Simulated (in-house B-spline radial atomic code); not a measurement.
## Binding energies in Tc⁴⁺

NIST's tabulated ground configuration is [Kr] 4d3; each binding energy is the energy of the ion with one electron taken from that subshell, relaxed, less that of the parent. Level of theory: Dirac-Hartree-Fock, average of configuration, Fermi nucleus of rms radius 4.41117 fm; calculated with a radial B-spline atomic code at the basis-set limit. Energies include first-order Breit, QED and recoil terms.

```json
{"subshell": "1s", "X-ray name": "K", "binding energy (eV)": "21107.7", "-ε (eV)": "21222.9", "relaxation (eV)": "56.5"}
{"subshell": "2s", "X-ray name": "L1", "binding energy (eV)": "3113", "-ε (eV)": "3146.5", "relaxation (eV)": "27.9"}
{"subshell": "2p1/2", "X-ray name": "L2", "binding energy (eV)": "2859", "-ε (eV)": "2895.4", "relaxation (eV)": "30.9"}
{"subshell": "2p3/2", "X-ray name": "L3", "binding energy (eV)": "2742.5", "-ε (eV)": "2776.4", "relaxation (eV)": "30.1"}
{"subshell": "3s", "X-ray name": "M1", "binding energy (eV)": "611.1", "-ε (eV)": "621.1", "relaxation (eV)": "9.2"}
{"subshell": "3p1/2", "X-ray name": "M2", "binding energy (eV)": "513", "-ε (eV)": "523.2", "relaxation (eV)": "9.4"}
{"subshell": "3p3/2", "X-ray name": "M3", "binding energy (eV)": "493", "-ε (eV)": "502.5", "relaxation (eV)": "9.1"}
{"subshell": "4s", "X-ray name": "N1", "binding energy (eV)": "134", "-ε (eV)": "135.7", "relaxation (eV)": "1.7"}
{"subshell": "4p1/2", "X-ray name": "N2", "binding energy (eV)": "101.9", "-ε (eV)": "103.4", "relaxation (eV)": "1.5"}
{"subshell": "4p3/2", "X-ray name": "N3", "binding energy (eV)": "98.76", "-ε (eV)": "100.19", "relaxation (eV)": "1.39"}
{"subshell": "4d", "X-ray name": "N4,5", "binding energy (eV)": "55.3", "-ε (eV)": "56.05", "relaxation (eV)": "0.77"}
```

Relaxation = -ε minus the binding energy without Breit, QED and recoil terms.

Emission lines follow as differences of binding energies, with λ = 12398.42 eV·Å / E:

```tsv
line	holes	energy (eV)	wavelength (Å)
K-L3	1s → 2p3/2	18365.2	0.6751
K-L2	1s → 2p1/2	18248.7	0.67941
K-M3	1s → 3p3/2	20614.7	0.60144
L1-M3	2s → 3p3/2	2620.0	4.7322
L3-M1	2p3/2 → 3s	2131.4	5.817
```

**Question.** What screening constant σ does Moseley's law, E = (3/4)·13.6057 eV·(Z - σ)², need for K-L3?

**Answer.** σ = 0.58.

Moseley's non-relativistic formula needs a falling, then negative, screening constant for heavy elements, because relativity binds the 1s electron more strongly than the formula allows.

**Question.** What does it cost to remove both a 2s and a 2p1/2 electron?

**Answer.** 6075.4 eV, which is 103.5 eV more than the two single binding energies together.

**Question.** What does it cost to remove both a 3p1/2 and a 4d electron?

**Answer.** 587.41 eV, which is 19.1 eV more than the two single binding energies together.

**Question.** What does it cost to remove both a 1s and a 4p1/2 electron?

**Answer.** 21233 eV, which is 23.8 eV more than the two single binding energies together.
